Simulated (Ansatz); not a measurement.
`CC(C)C=N` and `C[CH](C)[GeH]` differ in one atom or group.

Ansatz, PBE0-D4/def2-TZVP geometries, multiplicity 1. Each molecule was computed in one conformer, which needn't be the lowest.

Scalar relativity is left out up to krypton.

```tsv
property	`CC(C)C=N`
size of the dipole moment (ωB97M-V/def2-TZVPP) / D	2.68
HOMO energy (PBE0/def2-TZVPP) / eV	-7.39
LUMO energy (PBE/def2-TZVPP) / eV	-1.11
HOMO–LUMO gap (PBE/def2-TZVPP) / eV	4.78
LUMO energy (PBE0/def2-TZVPP) / eV	0.03
HOMO energy (B3LYP/def2-TZVPP) / eV	-7.17
```

(1) What does the change do to each property? (Best estimate.)

Answers

(1) The calculation gave: 
```csv
property,`C[CH](C)[GeH]`,shift
size of the dipole moment (ωB97M-V/def2-TZVPP) / D,0.90,-1.78
HOMO energy (PBE0/def2-TZVPP) / eV,-6.16,1.23
LUMO energy (PBE/def2-TZVPP) / eV,-3.36,-2.25
HOMO–LUMO gap (PBE/def2-TZVPP) / eV,1.78,-3.00
LUMO energy (PBE0/def2-TZVPP) / eV,-2.50,-2.53
HOMO energy (B3LYP/def2-TZVPP) / eV,-6.00,1.17
```

With PBE0 the HOMO rises by 1.23 eV and the LUMO falls by 2.53 eV, so the gap narrows by about 3.76 eV. PBE moves the HOMO by 0.74 eV and ωB97M-V by 1.53 eV. Dipoles are sizes alone; their direction can turn.

B3LYP here is the variant with VWN-RPA as its local correlation; programs differ in this.
